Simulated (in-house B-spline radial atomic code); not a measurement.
A fraction x of an electron is removed from 4p in Cd²⁺, starting from [Kr] 4d10 and keeping the highest spin. Level of theory: scalar-relativistic (X2C) PBEsol, spin-polarised, spherical fractional occupations, Fermi nucleus of rms radius 4.6087 fm; calculated with a B-spline radial code for spherical atoms.

```tsv
x	E(x) - E(0) (eV)	4p down level (eV)
0	0.0000	-85.797
0.08	6.9163	-87.113
0.19	?	?
0.35	31.0442	-91.632
0.46	41.2265	-93.505
0.5	44.9804	-94.190
0.58	52.5707	-95.568
0.64	?	?
0.85	79.0086	-100.284
0.92	86.0718	-101.522
1	94.2504	-102.945
```

Q: What belongs in the row x = 0.19?

A: An energy change of 16.5990 eV; 4p down at -88.940 eV.

Q: What belongs in the row x = 0.64?

A: An energy change of 58.3360 eV; 4p down at -96.608 eV.

Q: Check Janak's theorem between x = 0.35 and 0.46.

A: The slope of the energy is 92.57 eV; the orbital levels give 92.57 eV (-ε of the emptying orbital, averaged over the two points).
